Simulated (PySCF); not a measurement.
# KGe: a base run and its variants

Base input, run as `OMP_NUM_THREADS=1 python input.py` with PySCF 2.14:

```python
from pyscf import gto, scf
from pyscf.hessian import thermo

mol = gto.M(
    atom='K 0 0 0; Ge 0 0 3.105',
    basis='lanl2dz',
    ecp={'K': 'lanl2dz', 'Ge': 'lanl2dz'},
    charge=0,
    spin=3,
    verbose=4,
)
mf = scf.UHF(mol)
mf.kernel()
hess = mf.Hessian().kernel()
print('wavenumber (cm^-1) =', thermo.harmonic_analysis(mol, hess)['freq_wavenumber'].round(1))
mf.dip_moment()
print('orbital energies (hartree):', [e[max(0, n-3):n+3].round(4) for e, n in zip(mf.mo_energy, mol.nelec)])
```

Base result: E(SCF) = -31.483015 Eh, 11 cycles, ⟨S²⟩ = 3.752, μz(SCF) = -11.41 D, wavenumbers 185 cm⁻¹. The bond length is a typed value, not an optimised one, so the wavenumber is not that of the minimum. No search for the lowest solution was made.

It ran on Intel Xeon Platinum 8175M @ 2.50GHz (1 thread, shared host) in 2.6 s, peak memory 0.12 GiB.

Each row names what differs from the base; energies in brackets are changes from the base.

| change | result | wall time (s) |
| --- | --- | --- |
| DIIS space: default → 12 [not at a minimum] | E(SCF) = -31.483015 Eh (+0.0000 eV), 11 cycles, ⟨S²⟩ = 3.752, μz(SCF) = -11.41 D, wavenumbers 185 cm⁻¹ | 3.1 |
| geometry: bond 3.105 → bond 0.1 [unsound on purpose] [not at a minimum] | E(SCF) = 144.708765 Eh, 9 cycles, ⟨S²⟩ = 3.751, μz(SCF) = 0.58 D, wavenumbers 105324 cm⁻¹ | 2.6 |
| spin (2S): 3 → 4 [unsound on purpose] | stops with RuntimeError (Electron number 13 and spin 4 are not consistent) | 0.9 |
| PCM solvent, dielectric constant: none → 2.27; step after the SCF: frequency → analyze | E(SCF) = -31.498099 Eh (-0.4105 eV), 10 cycles, ⟨S²⟩ = 3.751, μz(SCF) = -12.89 D | 2.5 |
| density fitting: none → cc-pvdz-jkfit | stops with BasisNotFoundError (Basis set not found for K in cc-pvdz-jkfit) | 1.6 |
| length unit: angstrom → bohr [unsound on purpose] [not at a minimum] | E(SCF) = -30.911008 Eh (+15.5651 eV), 11 cycles, ⟨S²⟩ = 3.751, μz(SCF) = -0.41 D, wavenumbers 1152 cm⁻¹ | 2.7 |
| core potential: on → off [unsound on purpose] | stops with RuntimeError (Failed to assign mo_occ. nelec (27, 24) > Nmo (20)) | 1.1 |
| geometry: bond 3.105 → bond 3.478 [not at a minimum] | E(SCF) = -31.482723 Eh (+0.0079 eV), 12 cycles, ⟨S²⟩ = 3.752, μz(SCF) = -12.50 D, wavenumbers 108 cm⁻¹ | 2.3 |
| geometry: bond 3.105 → bond 4.657 [not at a minimum] | E(SCF) = -31.460330 Eh (+0.6173 eV), 14 cycles, ⟨S²⟩ = 3.753, μz(SCF) = -11.17 D | 2.2 |
| cycle limit: 50 → 8 | not converged: SCF after 8 cycles | 3 |
| geometry: bond 3.105 → bond 3.198 [not at a minimum] | E(SCF) = -31.483966 Eh (-0.0259 eV), 11 cycles, ⟨S²⟩ = 3.752, μz(SCF) = -11.70 D, wavenumbers 163 cm⁻¹ | 2.6 |
| step after the SCF: frequency → optimize | E(SCF) = -31.483015 Eh (+0.0000 eV), 11 cycles, ⟨S²⟩ = 3.752, all at the start geometry; optimised bond 3.265 Å with E = -31.484147 Eh after 5 steps | 3.1 |
| basis set: lanl2dz → 3-21g; core potential: on → off [not at a minimum] | E(SCF) = -2661.476921 Eh, 10 cycles, ⟨S²⟩ = 3.753, μz(SCF) = -11.18 D, wavenumbers 184 cm⁻¹ | 11 |
| spin (2S): 3 → 53 [unsound on purpose] | stops with AssertionError | 0.93 |
| step after the SCF: frequency → mp2; frozen orbitals: default → 0 | E(SCF) = -31.483015 Eh (+0.0000 eV), 11 cycles, E(MP2) − E(SCF) = -0.01249 Eh, ⟨S²⟩ = 3.752, μz(SCF) = -11.41 D | 1.2 |
| density fitting: none → weigend [this fitting set is unfit for the basis or for exact exchange; a fit set errs by some meV] [not at a minimum] | E(SCF) = -31.423568 Eh (+1.6176 eV), 11 cycles, ⟨S²⟩ = 3.752, μz(SCF) = -11.43 D, wavenumbers 185 cm⁻¹ | 2.5 |

Order these changes by how far they move the SCF energy from the base, largest first: (1) PCM solvent, dielectric constant: none → 2.27; step after the SCF: frequency → analyze; (2) geometry: bond 3.105 → bond 3.198; (3) geometry: bond 3.105 → bond 3.478; (4) geometry: bond 3.105 → bond 4.657.

(4) +0.6173 eV, (1) -0.4105 eV, (2) -0.0259 eV, (3) +0.0079 eV.
